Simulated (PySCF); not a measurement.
ClHOSe, SMILES O[Se]Cl. Atoms are numbered in the order given.

```xyz
4

Se     0.0218    -0.2983     0.5490
Cl     0.2264     1.4319    -0.7622
O     -0.4037    -1.5828    -0.6184
H     -1.3617    -1.5370    -0.7611
```

Geometry optimised at TPSSh-D3(BJ)/def2-TZVP. Other conformers were not sampled.

Method: r2SCAN/def2-TZVPD run with PySCF.

Gas-phase values at a fixed geometry.

Problem. Estimate the frontier levels, gap, dipole moment and polarisability. (An estimate is asked for; the answer gives what the named calculation found.)

Solution. 
The highest occupied level is -5.90 eV. The lowest empty level comes out as -2.93 eV and the orbital gap comes out as 2.97 eV. The dipole moment comes out as 1.75 D and the quadrupole, principal values (traceless, Buckingham form, about the centre of nuclear charge) is -5.48, 0.00, 5.48 D·Å. The mean static polarisability is 49.3 bohr³ (7.31 Å³). The polarisability, principal values comes out as 39.9, 45.1, 63.1 bohr³.
